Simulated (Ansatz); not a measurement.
`[SeH][SnH3]` + `O[SiH3]` → `[SiH3][O][SnH3]` + H₂Se at 298.15 K and 1 bar (ligand exchange at the Sn–Se bond).

Calculated with Ansatz (gas phase, PBE0-D4/def2-TZVP geometries, no zero-point term in ΔE). CBS: MP2 limit from def2 TZ/QZ plus the TZ coupled-cluster correction, frozen cores. Elements past krypton have def2 core potentials. For Se, Sn outer-core shells are correlated without core-valence functions, which leaves a few kJ/mol of doubt a bond. Scalar relativity is left out up to krypton.

```json
{"species": "`[SeH][SnH3]`", "CCSD(T)/CBS energy (Eh)": "-2617.13827", "H − E (kJ/mol)": "89.3", "S (J/(mol·K))": "315.0"}
{"species": "`O[SiH3]`", "CCSD(T)/CBS energy (Eh)": "-366.69042", "H − E (kJ/mol)": "113.6", "S (J/(mol·K))": "257.8"}
{"species": "`[SiH3][O][SnH3]`", "CCSD(T)/CBS energy (Eh)": "-581.91447", "H − E (kJ/mol)": "149.5", "S (J/(mol·K))": "366.6"}
{"species": "H₂Se", "CCSD(T)/CBS energy (Eh)": "-2401.89790", "H − E (kJ/mol)": "45.8", "S (J/(mol·K))": "219.1"}
```

H − E and S are ideal-gas, rigid-rotor, harmonic terms from PBE0-D4/def2-TZVP. 1 Eh = 2625.50 kJ/mol, R = 8.31446 J/(mol·K).

By hand: ΔE, ΔH, ΔS and ΔG.

ΔE = (-581.91447) + (-2401.89790) − (-2617.13827) − (-366.69042) = 0.01632 Eh = 42.8 kJ/mol. Δ(H − E) = 149.5 + 45.8 − 89.3 − 113.6 = -7.6, so ΔH = 35.2 kJ/mol. ΔS = 366.6 + 219.1 − 315.0 − 257.8 = 12.9 J/(mol·K). ΔG = 35.2 − 298.15 × (12.9)/1000 = 31.4 kJ/mol.

By hand: the equilibrium constant, and the temperature at which ΔG would vanish if ΔH and ΔS stayed fixed.

log₁₀ K = −ΔG/(RT ln 10) = -5.5. ΔG = 0 at ΔH/ΔS = 2729 K, far beyond where these terms or the molecules hold.

The number of gas molecules stays the same, so ΔS is small and ΔH decides. A doubt of 5 kJ/mol in ΔE shifts log₁₀ K by 0.9 here. Modes under 60 cm⁻¹, often nearly free rotors, make the harmonic entropy too high. These are equilibria of isolated gas molecules and say nothing of rates. Largest T1 diagnostic: 0.013 (customary marks: 0.02 for closed shells, 0.045 for open ones).
